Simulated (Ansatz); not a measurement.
Reactions of C₄H₆O, SMILES `C=C=COC`.

Program: Ansatz. Geometries: PBE0-D4/def2-TZVP. ΔE: electronic, gas phase. CBS: MP2 limit from def2 TZ/QZ plus the TZ coupled-cluster correction, frozen cores. This one scheme is used for every species. Functionals use def2-TZVPP. For Ge, Se outer-core shells are correlated without core-valence functions, which leaves a few kJ/mol of doubt a bond. Scalar relativity is left out up to krypton. One conformer a species, not always the lowest.

| reaction | CCSD/CBS(def2) (eV) | B2PLYP (eV) | ωB97M-V (eV) | CCSD(T)/CBS(def2) (eV) |
| --- | --- | --- | --- | --- |
| `C=C=COC` → `C=C(C)C=O` | -1.65 | -1.63 | -1.60 | -1.65 |
| `C=C=COC` + H₂Se → `C=C=C[SeH]` + CH₃OH | -0.20 | -0.18 | -0.14 | -0.20 |
| `C=C=COC` + `C[NH][AlH][SH]` → `C[N](C)[AlH][SH]` + `C=C=CO` | -0.09 | -0.07 | -0.08 | -0.10 |
| `C=C=COC` + `[CH3][Ge]([NH2])([OH])[Cl]` → `C[O][Ge]([CH3])([NH2])[Cl]` + `C=C=CO` | 0.18 | 0.20 | 0.19 | 0.19 |

Largest T1 diagnostic: 0.014, for `C=C(C)C=O`.
